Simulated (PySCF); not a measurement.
CHF₂, multiplicity 2. Atoms are numbered in the order given.

```xyz
4

F     -0.0282    -0.2419    -1.0974
C      0.1498     0.4871     0.0000
F     -0.0282    -0.2419     1.0974
H     -0.3915     1.4321     0.0000
```
Charge 0, spin multiplicity 2.

Geometry optimised at B3LYP-D3(BJ)/def2-TZVP. The isomer is the one that the SMILES or the coordinates give; other isomers of the formula were not compared.

The numbers are results of PySCF with ωB97X/def2-TZVPD, not measurements.

Mulliken values depend strongly on the basis, most of all with diffuse functions as here. Atomic charges (e):

| atom | meta-Löwdin | Mulliken | Mulliken spin |
|---|---|---|---|
| F1 | -0.24 | -0.18 | 0.06 |
| C2 | 0.36 | 0.12 | 0.79 |
| F3 | -0.24 | -0.18 | 0.06 |
| H4 | 0.12 | 0.24 | 0.09 |
